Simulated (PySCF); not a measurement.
# Computed properties of CH4AlFS, SMILES [F][Al]([SH])[CH3]

Al(F)(Me)(SH) (CH4AlFS), SMILES [CH3][Al]([F])[SH]. Coordinates come from a B3LYP-D3(BJ)/def2-SVP optimisation. The values are those of a single conformer. All values are computed for the isolated molecule unless a solvent is named; none is compared with measurement here.

**Structure.** The optimised structure has Cs symmetry. All 18 harmonic modes at B3LYP-D3(BJ)/def2-SVP (PySCF) are real, so it is a minimum. With heavy atoms numbered as in [Al:1]([F:2])([CH3:3])[SH:7], the shortest bond between them is Al1–F2 at 1.669 Å and the longest Al1–S7 at 2.186 Å.

**Vibrations.** The strongest infrared lines (harmonic, unscaled, degenerate partners summed) lie at 880 cm⁻¹ (127 km/mol, Al 48 %, F 45 %), 702 cm⁻¹ (94 km/mol, H 60 %, C 20 %, Al 16 %), 694 cm⁻¹ (64 km/mol, H 45 %, Al 24 %, C 14 %, S 9 %, F 8 %). The softest mode is at 41 cm⁻¹ and the zero-point energy is 29.8 kcal/mol.

**Electronic structure.** r2SCAN/def2-TZVP (PySCF) places the frontier levels at -6.93 and -0.86 eV, a gap of 6.07 eV, and gives a dipole moment of 2.62 D and a mean polarisability of 55.5 bohr³.

**Excitations.** TDDFT-CAM-B3LYP/def2-SVPD (PySCF) has S1 at 6.09 eV (204 nm, f = 0.072, bright); the most intense of the 10 singlets computed lies at 7.03 eV (f = 0.29). T1 (TDA) is at 5.72 eV. No vertical singlet excitation falls in the visible range (under 3.1 eV).

**NMR.** GIAO shifts at B3LYP/pcSseg-1 (PySCF) (non-relativistic, atoms alike by connectivity averaged): ¹³C at -9.4 ppm against TMS; ¹H from 0.1 to 0.5 ppm against TMS; ¹⁹F at -144.1 ppm against CFCl3.
